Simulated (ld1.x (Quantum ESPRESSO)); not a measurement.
**Before and after: TM potential for Sn**

ld1.x (Quantum ESPRESSO) 7.5 input, shortened:

```
&input
   title='Sn', zed=50., rel=2, dft='PBE', iswitch=3,
   config='[Kr] 4d10 5s1.75 5p2.25', rel_dist='average'
 /
 &inputp
   pseudotype=2, tm=.true., lloc=-1, rcloc=1.50,
   nlcc=.true., new_core_ps=.true., rcore=1.35
 /
2
5S  1  0   1.75   0.00  1.80  1.80  0.0
5P  2  1   2.25   0.00  2.80  2.80  0.0
 &test
   configts(1)='5s1.75 5p2.25'
 /
```

Open shells are filled in proportion to 2j + 1 (rel_dist='average').

Change: wave 5s (bound): rc 1.80 bohr becomes 5s (bound): rc 1.66 bohr.

Cutoffs: the cutoffs (Ry, on a coarse ladder) from which the occupation-weighted sum of valence levels, in a spherical-Bessel basis at the reference potential, stays within 10 and 1 mRy of its value at 400 Ry; they do not see the model core or the augmentation charge, which bear on the density cutoff. Errors are all-electron minus pseudo energies relative to the spin-unpolarised reference configuration.

Problem. Predict the effect on cutoff, ghosts and configuration errors.

Solution. The potential gets harder (21 Ry and 40 Ry → 25 Ry and 55 Ry); both files keep a bound ghost (d, s); of the 7 tests that both files solve, the error grows in 1 and shrinks in 0 by more than 15 % and 0.3 meV (median size 0.4 → 0.7 meV). A smaller radius makes the pseudo-wave follow the all-electron one further in, where it bends more sharply, so more plane waves are needed.

```csv
quantity,base,changed
"cutoff, loose",21 Ry,25 Ry
"cutoff, tight",40 Ry,55 Ry
loose cutoff by channel (10 mRy a level),"s 18 Ry, p 6 Ry","s 25 Ry, p 6 Ry"
bound ghosts,"s, d","s, d"
"error for 5s2 5p2, meV [ΔE -1.72 eV]",-0.4,-0.5
"error for 5s2 5p1, meV [ΔE 5.17 eV]",-0.4,-0.7
"error for 5s2 5p0, meV [ΔE 19.14 eV]",-55,-56
"error for 5s1 5p3, meV [ΔE 5.24 eV]",-2.3,-2.7
"error for 5s2 5p2.3, meV [ΔE -2.57 eV]",0.0,-0.1
"error for 5s2 5p1.5, meV [ΔE 0.90 eV]",-0.1,-0.2
"error for 5s1 5p0, meV [ΔE 50.11 eV]",-320,-325
s: phases at 3.06 bohr within 0.05 rad from the reference energy up to (Ry; the scan ends near 5),1.7,1.8
p1/2: phases at 3.06 bohr within 0.05 rad from the reference energy up to (Ry; the scan ends near 5),0.4,0.4
p3/2: phases at 3.06 bohr within 0.05 rad from the reference energy up to (Ry; the scan ends near 5),0.1,0.1
```

 A true bound ghost makes a file unfit for plane-wave use even where its test errors are small: the radial tests pick states by their node count and pass the ghost by.
